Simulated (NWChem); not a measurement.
All runs are NWChem calculations. System: H5GeP, charge 0, spin multiplicity 1, at a geometry optimised with B3LYP/def2-SVP. The structure started from a generated list of species. Level: RHF/def2-TZVP.

Output (cleaned and shortened):

```
             Northwest Computational Chemistry Package (NWChem) 7.3.0
             --------------------------------------------------------

                                NWChem Input Module
                                -------------------

 Scaling coordinates for geometry "geometry" by  1.889725989
 (inverse scale =  0.529177249)

 Turning off AUTOSYM since
 SYMMETRY directive was detected!

                             Geometry "geometry" -> ""
                             -------------------------

 Output coordinates in angstroms (scale by  1.889725989 to convert to a.u.)

  No.       Tag          Charge          X              Y              Z
 ---- ---------------- ---------- -------------- -------------- --------------
    1 Ge                  32.0000     0.11586600     0.73382900     0.00000000
    2 P                   15.0000    -0.36193200    -1.56817100     0.00000000
    3 H                    1.0000    -0.52830400     1.35905900     1.25462100
    4 H                    1.0000    -0.52830400     1.35905900    -1.25462100
    5 H                    1.0000     1.62782500     1.04730500     0.00000000
    6 H                    1.0000     0.57502800    -1.86269500     1.03965900
    7 H                    1.0000     0.57502800    -1.86269500    -1.03965900

 Effective nuclear repulsion energy (a.u.)     173.1787685086

            Nuclear Dipole moment (a.u.)
            ----------------------------
        X                 Y               Z
 ---------------- ---------------- ----------------
     0.0000094486    -0.0000075589     0.0000000000

      Symmetry information
      --------------------

 Group name             Cs
 Group number              2
 Group order               2
 No. of unique centers     5

      Symmetry unique atoms

     1    2    3    5    6


 Summary of "ao basis" -> "" (spherical)
 ------------------------------------------------------------------------------
       Tag                 Description            Shells   Functions and Types
 ---------------- ------------------------------  ------  ---------------------
 *                         def2-tzvp                  on all atoms

 Summary of "ao basis" -> "ao basis" (spherical)
 ------------------------------------------------------------------------------
       Tag                 Description            Shells   Functions and Types
 ---------------- ------------------------------  ------  ---------------------
 Ge                        def2-tzvp                16       48   6s5p4d1f
 P                         def2-tzvp                13       37   5s5p2d1f
 H                         def2-tzvp                 4        6   3s1p

                                 NWChem SCF Module
                                 -----------------

  ao basis        = "ao basis"
  functions       =   115
  atoms           =     7
  closed shells   =    26
  open shells     =     0
  charge          =   0.00
  wavefunction    = RHF
  use symmetry    = T
  symmetry adapt  = T

 Summary of "ao basis" -> "ao basis" (spherical)
 ------------------------------------------------------------------------------
       Tag                 Description            Shells   Functions and Types
 ---------------- ------------------------------  ------  ---------------------
 Ge                        def2-tzvp                16       48   6s5p4d1f
 P                         def2-tzvp                13       37   5s5p2d1f
 H                         def2-tzvp                 4        6   3s1p

      Symmetry analysis of basis
      --------------------------

        a'         74
        a"         41

 Forming initial guess at       0.1s

      Superposition of Atomic Density Guess
      -------------------------------------

 Sum of atomic energies:       -2418.45622266

      Non-variational initial energy
      ------------------------------

 Total energy =   -2419.024689
 1-e energy   =   -3714.021672
 2-e energy   =    1121.818215
 HOMO         =      -0.293642
 LUMO         =       0.047296

      Symmetry analysis of molecular orbitals - initial
      -------------------------------------------------

  Numbering of irreducible representations:

     1 a'          2 a"
[...]
     6 a'          7 a'          8 a'          9 a"         10 a'
    11 a'         12 a'         13 a"         14 a'         15 a'
    16 a"         17 a'         18 a"         19 a'         20 a'
    21 a'         22 a"         23 a'         24 a"         25 a'
    26 a'         27 a'         28 a'         29 a"         30 a'
    31 a"         32 a'         33 a'         34 a'         35 a"
    36 a"

 Starting SCF solution at       2.6s

 ----------------------------------------------
         Quadratically convergent ROHF

 Convergence threshold     :          1.000E-07
 Maximum no. of iterations :          100
 Final Fock-matrix accuracy:          1.000E-09
 ----------------------------------------------

              iter       energy          gnorm     gmax       time
             ----- ------------------- --------- --------- --------
                 1    -2418.9921388752  4.53D-01  1.09D-01      2.8
                 2    -2419.0168600591  1.97D-01  3.88D-02      2.9
                 3    -2419.0202938747  1.62D-02  4.63D-03      3.2
                 4    -2419.0203340652  1.16D-04  2.97D-05      3.7
                 5    -2419.0203340674  4.64D-09  1.59D-09      4.6

       Final RHF  results
       ------------------

         Total SCF energy =  -2419.020334067413
      One-electron energy =  -3715.711867759664
      Two-electron energy =   1123.512765183631
 Nuclear repulsion energy =    173.178768508620

        Time for solution =      2.0s

       Symmetry analysis of molecular orbitals - final
       -----------------------------------------------

  Numbering of irreducible representations:

     1 a'          2 a"

  Orbital symmetries:

     1 a'          2 a'          3 a'          4 a'          5 a"
     6 a'          7 a'          8 a'          9 a"         10 a'
    11 a'         12 a'         13 a"         14 a'         15 a"
    16 a'         17 a'         18 a'         19 a"         20 a'
    21 a'         22 a"         23 a'         24 a"         25 a'
    26 a'         27 a'         28 a'         29 a"         30 a"
    31 a'         32 a'         33 a'         34 a'         35 a"
    36 a'

             Final eigenvalues
             -----------------

              1
    1 -405.2352
    2  -79.9417
    3  -52.1437
    4  -46.2315
    5  -46.2311
    6  -46.2311
    7   -7.4869
    8   -7.1875
    9   -5.3803
   10   -5.3801
   11   -5.3796
   12   -5.1634
   13   -5.1629
   14   -5.1628
   15   -1.6373
   16   -1.6373
   17   -1.6368
   18   -1.6339
   19   -1.6336
   20   -0.8513
   21   -0.7072
   22   -0.5294
   23   -0.4867
   24   -0.4691
   25   -0.4351
   26   -0.3676
   27    0.1177
   28    0.1244
   29    0.1414
   30    0.1629
   31    0.1657
   32    0.1894
   33    0.2730
   34    0.2855
   35    0.2857
   36    0.3040

                       ROHF Final Molecular Orbital Analysis
                       -------------------------------------

 Vector   24  Occ=2.000000D+00  E=-4.690725D-01  Symmetry=a"
              MO Center= -2.7D-01,  8.3D-01,  4.3D-14, r^2= 3.2D+00
   Bfn.  Coefficient  Atom+Function         Bfn.  Coefficient  Atom+Function
  ----- ------------  ---------------      ----- ------------  ---------------
    18      0.310333  1 Ge pz                87      0.226213  3 H  s
    93     -0.226213  4 H  s                 21      0.200683  1 Ge pz

 Vector   25  Occ=2.000000D+00  E=-4.351472D-01  Symmetry=a'
              MO Center= -1.7D-01, -4.8D-01, -2.5D-14, r^2= 3.4D+00
   Bfn.  Coefficient  Atom+Function         Bfn.  Coefficient  Atom+Function
  ----- ------------  ---------------      ----- ------------  ---------------
    64     -0.249430  2 P  py                17      0.229474  1 Ge py
    63      0.210499  2 P  px                53     -0.182027  2 P  s

 Vector   26  Occ=2.000000D+00  E=-3.676459D-01  Symmetry=a'
              MO Center= -3.4D-01, -1.2D+00,  2.0D-14, r^2= 2.9D+00
   Bfn.  Coefficient  Atom+Function         Bfn.  Coefficient  Atom+Function
  ----- ------------  ---------------      ----- ------------  ---------------
    63      0.302861  2 P  px                64      0.273223  2 P  py
    66      0.256539  2 P  px                52     -0.244707  2 P  s
    53     -0.214563  2 P  s                 17     -0.202649  1 Ge py
    67      0.190097  2 P  py

 Vector   27  Occ=0.000000D+00  E= 1.177167D-01  Symmetry=a'
              MO Center=  2.3D-03, -3.7D-01,  3.8D-14, r^2= 7.3D+00
   Bfn.  Coefficient  Atom+Function         Bfn.  Coefficient  Atom+Function
  ----- ------------  ---------------      ----- ------------  ---------------
     6      1.886643  1 Ge s                 67     -1.266924  2 P  py
    20     -1.123915  1 Ge py                53     -1.019319  2 P  s
   100     -0.564637  5 H  s                 88     -0.296680  3 H  s
    94     -0.296680  4 H  s                 64     -0.203005  2 P  py
     4     -0.150441  1 Ge s

 Vector   28  Occ=0.000000D+00  E= 1.243844D-01  Symmetry=a'
              MO Center=  1.4D-01, -6.1D-01, -5.4D-14, r^2= 7.2D+00
   Bfn.  Coefficient  Atom+Function         Bfn.  Coefficient  Atom+Function
  ----- ------------  ---------------      ----- ------------  ---------------
    53      1.860088  2 P  s                 20      1.028401  1 Ge py
   106     -1.013233  6 H  s                112     -1.013233  7 H  s
    66      0.904679  2 P  px                 6      0.734359  1 Ge s
   100     -0.733676  5 H  s                 88     -0.618248  3 H  s
    94     -0.618248  4 H  s                 19      0.175386  1 Ge px

 Vector   29  Occ=0.000000D+00  E= 1.413727D-01  Symmetry=a"
              MO Center= -2.7D-01, -1.5D+00,  2.0D-13, r^2= 4.3D+00
   Bfn.  Coefficient  Atom+Function         Bfn.  Coefficient  Atom+Function
  ----- ------------  ---------------      ----- ------------  ---------------
    68      1.398021  2 P  pz               106     -1.201761  6 H  s
   112      1.201761  7 H  s

 center of mass
 --------------
 x =  -0.01565309 y =   0.09822483 z =   0.00000000

 moments of inertia (a.u.)
 ------------------
         474.427326244421         -78.650525868540           0.000000000000
         -78.650525868540          51.042472488168           0.000000000000
           0.000000000000           0.000000000000         487.248843264136

  Mulliken analysis of the total density
  --------------------------------------

    Atom       Charge   Shell Charges
 -----------   ------   -------------------------------------------------------
    1 Ge  32    31.81   2.00  2.00  1.16  0.80  0.76  0.55  5.98  4.44  1.56  1.43  0.89  8.92  1.10  0.06  0.14  0.02
    2 P   15    15.27   2.01  0.53  1.44  0.99  0.75  4.17  1.70  0.67  1.90  0.91  0.06  0.13  0.01
    3 H    1     1.01   0.23  0.57  0.21  0.01
    4 H    1     1.01   0.23  0.57  0.21  0.01
    5 H    1     1.02   0.23  0.57  0.21  0.01
    6 H    1     0.94   0.23  0.52  0.17  0.02
    7 H    1     0.94   0.23  0.52  0.17  0.02

       Multipole analysis of the density wrt the origin
       ------------------------------------------------

     L   x y z        total         open         nuclear
     -   - - -        -----         ----         -------
     0   0 0 0     -0.000000      0.000000     52.000000

     1   1 0 0      0.270627      0.000000      0.000009
     1   0 1 0      0.096963      0.000000     -0.000008
     1   0 0 1     -0.000000      0.000000      0.000000

     2   2 0 0    -27.127370      0.000000     22.368641
     2   1 1 0     -1.373446      0.000000     33.428835
     2   1 0 1      0.000000      0.000000      0.000000
     2   0 2 0    -27.004460      0.000000    235.153728
     2   0 1 1      0.000000      0.000000      0.000000
     2   0 0 2    -25.409803      0.000000     18.962099

 Task  times  cpu:        4.6s     wall:        4.6s

 Total times  cpu:        4.6s     wall:        4.6s
```

Question: Write an NWChem input that would produce this output.

Answer: This is not unique; one that fits is 
```
start mol
memory heap 200 mb stack 800 mb global 1000 mb
geometry units angstroms nocenter noautoz
  Ge     0.115866     0.733829     0.000000
  P     -0.361932    -1.568171     0.000000
  H     -0.528304     1.359059     1.254621
  H     -0.528304     1.359059    -1.254621
  H      1.627825     1.047305     0.000000
  H      0.575028    -1.862695     1.039659
  H      0.575028    -1.862695    -1.039659
  symmetry group Cs
end
basis spherical
  * library def2-tzvp
end
scf
  rhf
  nopen 0
  maxiter 100
  thresh 1e-7
  semidirect memsize 60000000 filesize 0
end
task scf energy
```
